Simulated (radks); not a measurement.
Q: Successive ionisation energies (eV) of one element, from differences of total energies of ions in their ground configurations, starting at charge 66: 7311.2, 7440.3, 17339.7, 17667.0, 17985.4, 18428.5, 18764.4, 19090.9, 19549.5. Method: non-relativistic Kohn-Sham, TPSS, spin-polarised, spherical densities, point nucleus; open shells are filled with parallel spins first (spin-orbit coupling, left out, can overturn this in heavy ions); meta-GGA in the generalised Kohn-Sham scheme; relativity is left out, which matters for an element this heavy; computed with a radial shooting solver on a logarithmic mesh with Libxc functionals. Which element is it?

A: Platinum (Z = 78). The first species listed is Pt66+ in [Ne] 3s2, the last Pt74+ in [He] 2s2.
